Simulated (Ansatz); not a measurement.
Relaxation of ClFH6NO2STa (13 atoms, charge 0, multiplicity 1), to a largest force component of 0.03 eV/Å in at most 50 steps.

Computed with Ansatz 0.2.0, RHF/def2-SVP.

```xyz
13
Properties=species:S:1:pos:R:3
Ta -0.582 -0.685 -0.198
N 2.685 0.037 -0.214
H 3.242 0.115 0.620
H 3.085 0.643 -0.909
O -0.188 -1.114 1.588
H 0.230 -1.022 2.426
O -0.415 -0.191 -1.997
H -0.082 0.160 -2.803
F -0.518 1.141 0.273
Cl -2.808 -1.323 -0.212
S 0.799 -2.648 -0.868
H 0.956 -3.231 0.324
H 2.740 -0.932 -0.555
```

Q: Where does it end, and by what steps?

A: The run converged. After 22 steps the energy has fallen by 0.784 eV; H4 moved furthest, 0.84 Å. Joined: Ta1–N2.

```csv
step,energy less start (eV),largest force component (eV/Å),accepted
0,0.0000,1.071,yes
1,-0.0959,1.548,yes
2,-0.2360,1.622,yes
3,-0.4421,1.607,yes
4,-0.6013,1.546,yes
5,-0.3896,4.539,no
6,-0.6780,0.898,yes
7,-0.7072,0.185,yes
8,-0.7154,0.154,yes
9,-0.7180,1.081,yes
10,-0.7474,0.196,yes
11,-0.7541,0.234,yes
12,-0.7698,0.050,yes
13,-0.7729,0.240,yes
14,-0.7732,0.409,yes
15,-0.7311,1.692,no
16,-0.7804,0.040,yes
17,-0.7745,0.711,no
18,-0.7819,0.057,yes
19,-0.7825,0.142,yes
20,-0.7812,0.177,no
21,-0.7831,0.094,yes
22,-0.7837,0.027,yes
```

```xyz
13
Properties=species:S:1:pos:R:3
Ta -0.086 -0.517 -0.193
N 2.212 0.014 -0.224
H 2.562 0.055 0.721
H 2.338 0.926 -0.634
O 0.195 -1.039 1.603
H 0.187 -1.568 2.379
O -0.038 -0.216 -2.057
H -0.096 -0.469 -2.961
F 0.018 1.344 0.216
Cl -2.427 -0.736 -0.078
S 0.704 -2.791 -0.874
H 0.810 -3.396 0.311
H 2.764 -0.657 -0.733
```

Whether the end is a true minimum wasn't checked by a vibrational analysis.

Run time: 64 s on 4 threads of AMD EPYC 7R43 64-Core Processor (Zen 3), on a shared host, peak memory 0.49 GiB.
